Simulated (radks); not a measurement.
Results of a calculation; reference values are marked as such.
Species: Pd38+. Configuration: [He] 2s2 2p4 (the NIST ground configuration). Code: a radial shooting solver on a logarithmic mesh with Libxc functionals. Model: Dirac Kohn-Sham, PBEsol, spin-unpolarised, spherical densities, finite nucleus; open shells fill j = l - 1/2 first; Fermi nuclear charge, rms radius 4.5318 fm.

Spin-orbit splittings of the eigenvalues, e(l+1/2) - e(l-1/2), with zeta = 2 splitting/(2l+1) and mean radii in bohr:

| shell | occ. | splitting (eV) | zeta (eV) | <r> j=l-1/2 | <r> j=l+1/2 |
|---|---|---|---|---|---|
| 2p | 4 | 173.9 | 115.9 | 0.1123 | 0.1169 |
| 3p | 0 | ? | ? | 0.2976 | 0.3041 |
| 3d | 0 | 12.17 | 4.868 | 0.2612 | 0.2633 |

Estimate the 3p splitting.

Answer. 47.02 eV (zeta = 31.35 eV).
